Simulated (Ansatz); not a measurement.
# The dipole moment down a group: Al to In

One atom is swapped for its congeners: C2H4AlF `C=[CH][AlH][F]`; C2H4FGa `C=[CH][GaH][F]`; C2H4FIn `C=[CH][InH][F]`. All are singlets with charge 0.

Shapes, held fixed at every level: PBE0-D4/def2-TZVP. Flexible molecules stand in one conformer, not always the lowest. Programs: Ansatz 0.2.0. Values in D.

```json
{"level": "PBE-D4/def2-TZVPP", "C2H4AlF": "1.95", "C2H4FGa": "2.74", "C2H4FIn": "3.11"}
{"level": "r2SCAN-D4/def2-TZVPP", "C2H4AlF": "1.98", "C2H4FGa": "2.83", "C2H4FIn": "3.20"}
{"level": "B3LYP-D4/def2-TZVPP", "C2H4AlF": "2.00", "C2H4FGa": "2.88", "C2H4FIn": "3.27"}
{"level": "wB97M-V/def2-TZVPP", "C2H4AlF": "1.94", "C2H4FGa": "2.82", "C2H4FIn": "3.25"}
```

At wB97M-V/def2-TZVPP the dipole moment rises at every step, from 1.94 to 3.25 D. Every level shows the same order. For atoms past krypton def2 sets carry core potentials with scalar relativity. Relativity is left out for Ga unless named.
